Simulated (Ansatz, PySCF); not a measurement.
C$_{2}$H$_{5}$BrInN, singlet, at a GFN2-xTB geometry (such geometries of metal compounds can be far from the true shape) (all electrons, no relativity). Base run: CASSCF(6,5)/STO-3G in PySCF.

Here is a job for PySCF.
```python
from pyscf import gto, scf, mcscf
import numpy

mol = gto.Mole()
mol.atom = '''
    In   -0.48376575   -0.08584910   -0.09843543
    Br    1.70855462    0.63398762    0.84601092
    C    -0.54673415   -1.65682894   -1.66717340
    C    -1.67544406   -1.98758832   -2.25891884
    H     0.40037888   -2.11527351   -1.92490678
    H    -1.71461892   -2.74135275   -3.03704608
    H    -2.62042869   -1.52689562   -2.00280450
    N    -2.01079593    1.14285565    0.53032806
    H    -1.82270728    1.55134336    1.44143745
    H    -2.92887289    0.71573138    0.58053096
'''
mol.basis = 'sto-3g'
mol.verbose = 3
mol.build()

mf = scf.RHF(mol)
mf.kernel()
mc = mcscf.CASSCF(mf, 5, 6)
mc.fix_spin_(ss=0.0)
mc.kernel()
occ = numpy.linalg.eigvalsh(mc.fcisolver.make_rdm1(mc.ci, mc.ncas, mc.nelecas))[::-1]
ss = mc.fcisolver.spin_square(mc.ci, mc.ncas, mc.nelecas)[0]
print('natural occupations', occ.round(4), ' <S^2>', round(ss, 4))
```

Programs used: Ansatz (a first-principles code), PySCF; a row that names a program was run with it.

The base run was repeated with changes; each row names its change, and settings that it needs were set with it.

```tsv
change	ΔE vs base (kcal/mol)	natural occupations	<S^2> of the state
base	0.000	2.00 1.98 1.97 0.03 0.02	0.00
start = MP2 natural orbitals	-15.15	2.00 1.97 1.89 0.11 0.03	0.00
state_average = 2 states	9.90	-	-
active space = 8 electrons, 7 orbitals	-23.47	2.00 1.98 1.97 1.89 0.11 0.04 0.02	0.00
orbitals = fixed (CASCI); correction = SC-NEVPT2	-103.4	2.00 2.00 2.00 0.00 0.00	0.00
fix_spin_ = off	0.000	2.00 1.98 1.97 0.03 0.02	0.00
orbitals = fixed (CASCI)	21.56	2.00 2.00 2.00 0.00 0.00	0.00
code = ansatz	-19.37	-	-
active space = 2 electrons, 2 orbitals	14.93	1.97 0.03	0.00
active space = 8 electrons, 9 orbitals	-38.32	1.98 1.97 1.96 1.89 0.11 0.04 0.02 0.02 0.00	0.00
solver = newton	0.000	2.00 1.98 1.97 0.03 0.02	0.00
```

Active orbitals are taken around the Fermi level unless the row says otherwise; CASSCF can end in different local minima, and two programs can end on different orbitals. State-averaged rows give the lowest state.
